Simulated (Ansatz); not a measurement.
Geometry optimisation, RKS PBE0-D4/def2-SVP (Ansatz).

The input (input.yaml):

```yaml
crystal:
  periodic: [false, false, false]
  atoms:
    - { symbol: "N", position_ang: [-0.76122, -0.88886, -0.71053] }
    - { symbol: C, position_ang: [-0.1592, 0.20851, -0.82851] }
    - { symbol: Zn, position_ang: [0.79644, 0.88327, 0.83937] }
    - { symbol: H, position_ang: [-0.72572, -1.34494, 0.20739] }
    - { symbol: H, position_ang: [-0.24716, 0.6244, -1.83051] }
    - { symbol: H, position_ang: [1.65398, 2.06654, 1.37694] }
basis:
  gaussian: { orbitals: def2-SVP }
hamiltonian:
  xc: pbe0
  dispersion: d4
relax:
  f_tol: 0.015
  max_steps: 40
```

Command:

```bash
$ ansatz run input.yaml --threads 1 --pin off --max-ram 2048MiB --backend cpu --events-out ev --progress --plain --runs-dir out
```

Q: Where does it end, and by what steps?

A: The forces met the threshold. After 6 steps the energy has fallen by 0.677 eV; Zn3 moved furthest, 0.41 Å.

| step | energy less start (eV) | largest force component (eV/Å) | accepted |
| --- | --- | --- | --- |
| 0 | 0.0000 | 2.210 | yes |
| 1 | -0.5184 | 1.094 | yes |
| 2 | -0.6604 | 0.297 | yes |
| 3 | -0.6669 | 0.230 | yes |
| 4 | -0.6751 | 0.082 | yes |
| 5 | -0.6768 | 0.068 | yes |
| 6 | -0.6771 | 0.015 | yes |

```xyz
6
Properties=species:S:1:pos:R:3
N -0.802 -0.960 -0.706
C -0.184 0.153 -0.811
Zn 0.851 1.158 0.545
H -0.714 -1.346 0.242
H -0.254 0.605 -1.825
H 1.661 1.939 1.610
```

Whether the end is a true minimum wasn't checked by a vibrational analysis.

Time of the run: 21 s on 1 thread of Arm Neoverse V2, on a shared host, peak memory 0.25 GiB.
